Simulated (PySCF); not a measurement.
Cartesian coordinates in Å; atom numbers follow the order of the lines, from 1:
```xyz
20

C    -0.9073    1.8662   -0.0882
N    -0.8313    0.9304   -1.1886
Si   -0.7420   -0.7928   -0.9438
Si   -2.6319   -1.7453    0.1000
Si    1.1524   -1.2924    0.3584
Si    2.8486    0.2508   -0.1079
O     2.3813    1.6719    0.6525
H    -0.7511    2.8956   -0.4487
H    -0.0953    1.6690    0.6299
H    -1.8681    1.8491    0.4641
H    -1.3510    1.2269   -2.0086
H    -0.5740   -1.4174   -2.2949
H    -3.8787   -1.5451   -0.7074
H    -2.4378   -3.2159    0.3106
H    -2.8455   -1.1096    1.4394
H     1.6199   -2.6767    0.0219
H     0.8464   -1.2583    1.8248
H     4.1802   -0.2138    0.4017
H     2.9958    0.4467   -1.5869
H     2.8387    2.4736    0.3822
```

Geometry: PBE0-D3(BJ)/def2-SVP; GIAO shifts from PySCF 2.14, gas phase, non-relativistic, averaged over equivalent atoms.

At PBE0/pcSseg-1 (212 basis functions, 98 s wall time on 1 thread of an Intel Xeon, shared host):
| atoms | δ (ppm) |
| --- | --- |
| C1 | 32.7 |
| N2 | 2.8 |
| Si6 | -15.7 |
| Si3 | -37.4 |
| Si5 | -112.5 |
| Si4 | -113.1 |
| O7 | 0.5 |
| H18 | 5.54 |
| H19 | 5.44 |
| H12 | 5.24 |
| H17 | 3.70 |
| H13/H14/H15 | 3.50 |
| H16 | 3.18 |
| H8/H9/H10 | 2.67 |
| H20 | 0.27 |
| H11 | -0.62 |

Scale: ¹³C (σref 184.41) and ²⁹Si (σref 351.99) and ¹H (σref 31.27) against TMS; ¹⁵N (σref 265.67) vs NH3; ¹⁷O (σref 334.56) against H2O (reference shieldings calculated alike).

Task: Predict the values at mPW1PW91/pcSseg-1 on the same geometry.

Result: 
```json
{"atoms": "C1", "δ at mPW1PW91/pcSseg-1": "32.8", "change": "+0.1"}
{"atoms": "N2", "δ at mPW1PW91/pcSseg-1": "2.2", "change": "-0.6"}
{"atoms": "Si6", "δ at mPW1PW91/pcSseg-1": "-15.4", "change": "+0.3"}
{"atoms": "Si3", "δ at mPW1PW91/pcSseg-1": "-36.9", "change": "+0.5"}
{"atoms": "Si5", "δ at mPW1PW91/pcSseg-1": "-110.6", "change": "+1.9"}
{"atoms": "Si4", "δ at mPW1PW91/pcSseg-1": "-110.8", "change": "+2.3"}
{"atoms": "O7", "δ at mPW1PW91/pcSseg-1": "0.3", "change": "-0.2"}
{"atoms": "H18", "δ at mPW1PW91/pcSseg-1": "5.48", "change": "-0.06"}
{"atoms": "H19", "δ at mPW1PW91/pcSseg-1": "5.38", "change": "-0.06"}
{"atoms": "H12", "δ at mPW1PW91/pcSseg-1": "5.17", "change": "-0.07"}
{"atoms": "H17", "δ at mPW1PW91/pcSseg-1": "3.66", "change": "-0.04"}
{"atoms": "H13/H14/H15", "δ at mPW1PW91/pcSseg-1": "3.47", "change": "-0.03"}
{"atoms": "H16", "δ at mPW1PW91/pcSseg-1": "3.15", "change": "-0.03"}
{"atoms": "H8/H9/H10", "δ at mPW1PW91/pcSseg-1": "2.66", "change": "-0.01"}
{"atoms": "H20", "δ at mPW1PW91/pcSseg-1": "0.29", "change": "+0.02"}
{"atoms": "H11", "δ at mPW1PW91/pcSseg-1": "-0.63", "change": "-0.01"}
```

Chemical shifts δ = σref − σ; ¹³C (σref 183.54) and ²⁹Si (σref 350.83) and ¹H (σref 31.32) vs TMS; ¹⁵N (σref 264.17) against NH3; ¹⁷O (σref 333.30) vs H2O, all at this level.

The largest change is at Si4 (silicon bonded to Si, 3 H). Cost: 212 basis functions, 69 s wall time on 1 thread of an Intel Xeon, shared host.

Experimental scales use liquid or dissolved standards, which lie at an offset from isolated NH3 (liquid NH3: subtract about 20 ppm) and H2O (liquid H2O: subtract about 36 ppm).
